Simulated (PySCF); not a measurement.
SMILES [SiH2](F)[SiH2]S (PBE0/def2-SVP optimised geometry):

```
9

F      1.766    -1.937    -0.117
Si     1.156    -0.427     0.000
Si    -1.186    -0.427     0.000
S     -1.749     1.659     0.000
H      1.648     0.363    -1.169
H      1.663     0.187     1.261
H     -1.766    -1.172    -1.159
H     -1.749    -0.972     1.269
H     -1.165     1.937    -1.187
```

Calculation: PySCF with PBE0/def2-TZVP.

**Question.** What are the frontier orbital energies and the dipole moment?

**Answer.** HOMO-2 -9.70 eV, HOMO-1 -8.79 eV, HOMO -7.48 eV, LUMO -1.03 eV, LUMO+1 -0.01 eV; dipole moment 0.89 D.

On the same geometry PBE/def2-TZVP (PySCF) gives HOMO-2 -8.27 eV, HOMO-1 -7.54 eV, HOMO -6.31 eV, LUMO -1.87 eV, LUMO+1 -0.84 eV; dipole moment 0.87 D.

Meta-Löwdin charges at PBE0/def2-TZVP: F1 -0.51, Si2 0.70, Si3 0.31, S4 -0.29, H5 -0.10, H6 -0.09, H7 -0.07, H8 -0.06, H9 0.11.
